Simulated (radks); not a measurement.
Values are calculated unless marked as measured or tabulated.
Mo I, configuration [Kr] 4d5 5s1 (the NIST ground configuration).

Level of theory: scalar-relativistic Kohn-Sham, BLYP, spin-polarised, spherical densities, finite nucleus; open shells are filled with parallel spins first (spin-orbit coupling, left out, can overturn this in heavy ions); Fermi nuclear charge, rms radius 4.4091 fm (a radial shooting solver on a logarithmic mesh with Libxc functionals).

Energy parts (hartree):
total: -4049.23457
kinetic: 4175.19780
electron-nucleus: -9758.95665
Hartree: 1658.68705
exchange-correlation: -124.16277

Orbitals (lengths in bohr, moments of r in powers of bohr; r(90%) holds 90 % of the orbital's charge):
| orbital | occ. | eigenvalue (hartree) | r(90%) | <1/r> | <r^4> | <r^2> |
|---|---|---|---|---|---|---|
| 1s up | 1 | -728.5523 | 0.0630 | 43.55 | 7.207e-06 | 0.001669 |
| 1s down | 1 | -728.5520 | 0.0630 | 43.55 | 7.207e-06 | 0.001669 |
| 2s up | 1 | -102.8763 | 0.237 | 9.804 | 0.001335 | 0.02785 |
| 2s down | 1 | -102.8586 | 0.237 | 9.805 | 0.001335 | 0.02785 |
| 2p up | 3 | -91.97800 | 0.218 | 9.533 | 0.0009568 | 0.02192 |
| 2p down | 3 | -91.96467 | 0.218 | 9.534 | 0.0009565 | 0.02192 |
| 3s up | 1 | -17.47508 | 0.634 | 3.365 | 0.06895 | 0.2109 |
| 3s down | 1 | -17.46498 | 0.634 | 3.364 | 0.06887 | 0.2109 |
| 3p up | 3 | -13.90571 | 0.651 | 3.201 | 0.07621 | 0.2160 |
| 3p down | 3 | -13.89446 | 0.651 | 3.200 | 0.07603 | 0.2159 |
| 3d up | 5 | -8.09617 | 0.665 | 2.968 | 0.08383 | 0.2077 |
| 3d down | 5 | -8.07931 | 0.664 | 2.968 | 0.08335 | 0.2074 |
| 4s up | 1 | -2.37526 | 1.62 | 1.228 | 2.972 | 1.397 |
| 4s down | 1 | -2.28269 | 1.61 | 1.238 | 2.919 | 1.382 |
| 4p up | 3 | -1.42793 | 1.85 | 1.084 | 5.043 | 1.769 |
| 4p down | 3 | -1.32749 | 1.84 | 1.092 | 4.997 | 1.755 |
| 5s up | 1 | -0.16159 | 5.24 | 0.3675 | 326.5 | 14.00 |
| 4d up | 5 | -0.15642 | 3.27 | 0.6957 | 55.88 | 4.894 |

The highest occupied level is 4d up at -4.257 eV. The density falls to 0.001 e/bohr^3 at r = 4.65 bohr. The electron density at the nucleus is 9.272e+04 e/bohr^3 (large components only). Spin moment in Bohr magnetons: 6. For comparison, the ionisation energy in NIST's Atomic Spectra Database is 7.092 eV (measured). In exact Kohn-Sham theory the highest level is minus the ionisation energy, but local and semilocal functionals leave it too shallow, through self-interaction and a potential that decays too fast; potentials with the right tail come closer. Summed over all electrons, <r^2> = 55.80 bohr^2, which gives a Langevin (diamagnetic) susceptibility term of -44.2 x 10^-6 cm^3/mol.
